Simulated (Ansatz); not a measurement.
C2H9AsSi, SMILES `CC[AsH][SiH3]`. Charge 0, multiplicity 1.

```
atom   x (Å)   y (Å)   z (Å)
  C1   0.485   1.819   1.190
  C2   0.610   0.544   0.377
 As3  -0.955   0.298  -0.825
 Si4  -0.519  -1.952  -1.387
  H5   1.371   1.975   1.813
  H6  -0.383   1.785   1.853
  H7   0.373   2.695   0.546
  H8   1.486   0.583  -0.276
  H9   0.721  -0.328   1.023
 H10  -1.932  -0.110   0.274
 H11  -1.720  -2.545  -2.033
 H12  -0.148  -2.774  -0.202
 H13   0.611  -1.990  -2.354
```

Problem. What are the harmonic wavenumbers in cm⁻¹ at PBE0-D4/def2-TZVP (Ansatz, finite differences of forces, unscaled)? (An estimate is asked.)

Solution. Ansatz gave: 58, 94, 115, 233, 265, 365, 447, 536, 560, 653, 699, 794, 883, 935, 944, 988, 1016, 1067, 1250, 1265, 1405, 1463, 1488, 1492, 2187, 2207, 2222, 2229, 3043, 3069, 3110, 3113, 3135.

Problem. Is this a minimum?

Solution. Yes, all 33 modes are real.

Problem. Give the ideal-gas thermochemistry at 298.15 K and 1 bar (rigid rotor, harmonic oscillator; point group C1, symmetry number 1).

Solution. Zero-point energy 259.2 kJ/mol; H(298) − E = 281.9 kJ/mol; entropy 365.3 J/(mol·K), of which translation 170.1, rotation 113.9, vibration 81.3; G(298) − E = 173.0 kJ/mol. Modes under 100 cm⁻¹ are hindered rotations or soft bends, so the harmonic entropy is rough.

Problem. And at 400, 500, 600, 800 and 1000 K?

Solution. 
```tsv
T (K)	H − E (kJ/mol)	S (J/mol/K)	G − E (kJ/mol)
400	295.2	403.6	133.8
500	310.7	438.0	91.7
600	328.1	469.8	46.3
800	367.8	526.6	-53.5
1000	412.4	576.3	-163.9
```
